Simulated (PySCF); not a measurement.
Some computed properties have been withheld. Give your best values.

C₄H₆NOS (charge -1).
Cartesian coordinates in Å at the GFN2-xTB level; atoms count from 1:
```xyz
13
C4H6NOS angstrom
N      2.1690    0.2024   -0.3417
C      1.0324   -0.1446    0.2786
O      0.9801   -0.6348    1.4025
C     -0.1721    0.1394   -0.5675
S      0.1803    0.8588   -2.1623
C     -1.4217    0.5383    0.1855
C     -1.3248   -0.8268   -0.4104
H      3.0723    0.0857    0.0816
H      1.9888    0.6008   -1.2843
H     -2.0708    1.2615   -0.2886
H     -1.3475    0.6278    1.2616
H     -1.1835   -1.6638    0.2612
H     -1.9070   -1.0442   -1.2952
```

| property | level | value |
| --- | --- | --- |
| point group of the GFN2-xTB geometry | GFN2-xTB | Cs |
| rotational constants A, B, C of the GFN2-xTB geometry | GFN2-xTB | ? |
| HOMO energy | PBE0/pcSseg-1 | ? |
| LUMO energy | PBE0/pcSseg-1 | ? |
| 13C chemical shifts (computed TMS as zero) by class | GIAO PBE0/pcSseg-1 | ? |
| 1H chemical shifts (computed TMS as zero) by class | GIAO PBE0/pcSseg-1 | ? |
| isotropic shieldings of nuclei other than C and H, by class | GIAO PBE0/pcSseg-1 | ? |

Gas-phase values; electronic properties from PySCF, density fitting. The structure is a single GFN2-xTB conformer in the gas phase; no vibrational or solvent corrections. No diffuse functions stand in pcSseg-1, which bears on an anion's orbital energies.

**Question.** The rotational constants A, B, C of the GFN2-xTB geometry?

**Answer.** 2.953, 2.306, 1.441 GHz.

**Question.** The HOMO energy?

**Answer.** -0.18 eV.

**Question.** The isotropic shieldings of nuclei other than C and H, by class?

**Answer.** 130 (N1), 8 (O3), 597 (S5) ppm.

**Question.** What is the LUMO energy?

**Answer.** 5.40 eV.

**Question.** The 1H chemical shifts (computed TMS as zero) by class?

**Answer.** 13.30 (H9), 3.99 (H8), 0.97 (H11/H12), 0.21 (H10/H13) ppm.

**Question.** What are the 13C chemical shifts (computed TMS as zero) by class?

**Answer.** 184.5 (C2), 29.7 (C4), 24.9 (C6/C7) ppm.

The rotational constants make it an asymmetric top with κ = (2B − A − C)/(A − C) = 0.14, nearer the oblate limit (+1). With B = h/(8π²I), that is 505.379 GHz u Å² over I, the principal moments of inertia are 171.1, 219.1 and 350.8 u Å² (most abundant isotopes).
